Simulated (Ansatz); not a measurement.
The cluster B₈N⁺, 9 atoms. Hardware: 4 threads of Arm Neoverse V2 on a shared host.

Correlated methods freeze 9 core orbitals.

(1) How many basis functions does each of these Ansatz runs have, and roughly what does it cost? PBE-D4/def2-SVP, charge 1 singlet, energy, from earlier orbitals; ωB97M-V/def2-TZVP, charge 1 singlet, energy, from earlier orbitals; PBE0-D4/def2-SVP, charge 1 singlet, energy, from earlier orbitals; CAM-B3LYP-D4/def2-TZVP, charge 1 singlet, energy, from earlier orbitals; PBE0-D4/def2-SVP, charge 1 singlet, relaxation, 24 steps; PBE-D4/def2-TZVP, charge 1 singlet, energy and forces, from earlier orbitals; CCSD(T)/def2-TZVPP, charge 1 singlet, energy, from earlier orbitals; r2SCAN-D4/def2-TZVP, charge 1 singlet, energy, from earlier orbitals; ωB97X-V/def2-TZVP, charge 1 singlet, energy, from earlier orbitals; MP2/def2-TZVP, charge 1 singlet, energy, from earlier orbitals; PBE0-D4/def2-TZVP, charge 1 singlet, energy, from earlier orbitals.

Answers

(1) Other jobs shared the machine, so times can vary by a factor of up to 3. A dash marks memory too small to be measured apart from the calling script's.

```tsv
run	functions	fitting or Cholesky vectors	wall time	peak host memory (GiB)
PBE-D4/def2-SVP, charge 1 singlet, energy, from earlier orbitals	126	1404	1.2 s	–
PBE0-D4/def2-SVP, charge 1 singlet, energy, from earlier orbitals	126	1404	1.4 s	–
PBE-D4/def2-TZVP, charge 1 singlet, energy and forces, from earlier orbitals	279	1507	3.2 s	–
PBE0-D4/def2-TZVP, charge 1 singlet, energy, from earlier orbitals	279	1507	3.8 s	0.77
MP2/def2-TZVP, charge 1 singlet, energy, from earlier orbitals	279	1753	3.9 s	0.95
CAM-B3LYP-D4/def2-TZVP, charge 1 singlet, energy, from earlier orbitals	279	1507	4.6 s	0.92
r2SCAN-D4/def2-TZVP, charge 1 singlet, energy, from earlier orbitals	279	1507	6 s	–
ωB97X-V/def2-TZVP, charge 1 singlet, energy, from earlier orbitals	279	1507	11 s	1.2
ωB97M-V/def2-TZVP, charge 1 singlet, energy, from earlier orbitals	279	1507	13 s	1.2
PBE0-D4/def2-SVP, charge 1 singlet, relaxation, 24 steps	126	1485	40 s	–
CCSD(T)/def2-TZVPP, charge 1 singlet, energy, from earlier orbitals	279	1753	14 min	3.3
```
